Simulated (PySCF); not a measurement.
# Ionisation energy of Cr(9+) by level of theory

Cr(9+) [Ne] 3s2 3p3 (4S) → Cr(10+) [Ne] 3s2 3p2 (3P), as a difference of total energies. Computed with PySCF 2.14 in an uncontracted even-tempered set (17 s from 0.49 bohr⁻², ratio 2.5; 11 p from 0.64 bohr⁻², ratio 2.5; 5 d from 3.8 bohr⁻², ratio 2.7; 4 f from 5.7 bohr⁻², ratio 2.7), with the non-relativistic Hamiltonian (point nucleus). Correlated levels: outer shells: 1s2 frozen; virtual orbitals above 40 to 60 times the deepest correlated orbital energy dropped. The calculations carry no spin-orbit coupling.

| method | ionisation energy (eV) |
| --- | --- |
| UHF | 241.65 |
| LDA | 242.46 |
| PBE | 242.39 |
| PBE0 | 242.51 |
| r2SCAN | 242.86 |
| revPBE | 242.37 |
| r2SCAN0 | 242.83 |
| MP2 (outer shells) | 242.22 |
| SCS-MP2 (outer shells) | 242.01 |

Problem. How much does correlation contribute at MP2 (outer shells)?

Solution. 242.22 − (241.65) = 0.57 eV, measured against UHF.

A first-order spin-orbit estimate (lowest level to lowest level, LS coupling) adds -0.885 eV.

These non-relativistic numbers lack the scalar-relativistic shift.

For comparison: 244.5 ± 0.5 eV (semi-empirical (NIST evaluation); NIST Atomic Spectra Database, ionization energies).
